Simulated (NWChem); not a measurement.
System: C5H5N; SMILES C1=CC=NC1=C

Here is an NWChem input.

```
start job
memory heap 200 mb stack 900 mb global 1100 mb
geometry units angstroms noautoz
  C      0.013905    -2.067402     0.000000
  C      0.012686    -0.723510     0.000000
  C      1.168605     0.184808     0.000000
  C      0.657601     1.438117     0.000000
  C     -0.804427     1.272986     0.000000
  N     -1.191002     0.031672     0.000000
  H      0.939333    -2.635282     0.000000
  H     -0.922882    -2.615105     0.000000
  H      2.207532    -0.120254     0.000000
  H      1.192492     2.380109     0.000000
  H     -1.526185     2.086628     0.000000
end
basis spherical
  * library 6-31g*
end
dft
  xc r2scan0
  iterations 150
  mulliken
end
task dft energy
```

All runs use the structure optimised with B3LYP/6-31G* (spherical d).

Problem. Predict the main results of this run. (r2SCAN0/6-31G* (spherical d).) Quantities: energy (Ha); highest occupied level (eV); orbital gap (eV); dipole (D).

Solution. 
- energy (Ha) = -248.06
- highest occupied level (eV) = -7.28
- orbital gap (eV) = 5.29
- dipole (D) = 2.03
